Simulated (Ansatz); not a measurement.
Ideal-gas functions of ClH₂InO₂ (`[OH][In]([OH])[Cl]`) at 400 K and 1 bar, from an Ansatz frequency run at PBE0-D4/def2-TZVP.

Molar mass 184.29 g/mol, point group C2v (symmetry number 2), electronic degeneracy 1, moments of inertia 101.862, 209.209, 311.07 u Å². Harmonic wavenumbers (cm⁻¹, unscaled): 103, 124, 131, 218, 282, 382, 603, 620, 797, 843, 3882, 3884.

Use S(trans) = R[1.5 ln M + 2.5 ln T − 1.1517]; rotational temperatures θ = 24.2544 K / I; S(rot) = R[ln(√π/σ · √(T³/θAθBθC)) + 1.5]; for each mode x = 1.438777 ν̃/T, S = R[x/(eˣ − 1) − ln(1 − e⁻ˣ)] and H = RT x/(eˣ − 1); 1 cm⁻¹ = 0.0119627 kJ/mol; R = 8.31446 J/(mol·K).

Problem. By hand: the entropy, in J/(mol·K).

Solution. Translation 180.0. Rotation: θ = 0.2381, 0.1159, 0.078 K, giving 111.7. Vibration, mode by mode: 16.62, 15.10, 14.65, 10.55, 8.54, 6.30, 3.34, 3.18, 1.92, 1.69, 0.00, 0.00, in all 81.9. Electronic 0.0. Sum 373.6 J/(mol·K).

Problem. By hand: H − E and G − E in kJ/mol, counted from the electronic energy.

Solution. Zero-point energy ½ × 11869 × 0.0119627 = 71.0; thermal vibration 16.6; translation, rotation and pV give 4 RT = 13.3. H − E = 100.9 kJ/mol, and G − E = 100.9 − 400 × 373.6/1000 = -48.5 kJ/mol.

Vibration gives 22 % of the entropy, 46.4 J/(mol·K) of it from the modes under 150 cm⁻¹: soft modes count most, and the harmonic formula is weakest for them. The sum counts one conformer and one mirror image; others add a mixing term.
